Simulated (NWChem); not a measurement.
Molecule: SnClF₃; SMILES [Cl][Sn]([F])([F])[F]

Results from NWChem. Coordinates come from a PBE-D3(BJ)/def2-SVP optimisation. def2 effective core potentials on Sn; no spin-orbit coupling.

For level PBE0/def2-SVP (core potentials):

```yaml
highest occupied level (eV): -10.43
orbital gap (eV): 6.56
dipole (D): 1.40
```

Problem. How do the values read with level PBE0/STO-3G (all-electron, non-relativistic) instead?

Solution. The highest occupied level (eV) is -5.67 and the orbital gap (eV) is 7.67. The dipole (D) comes out as 2.02.
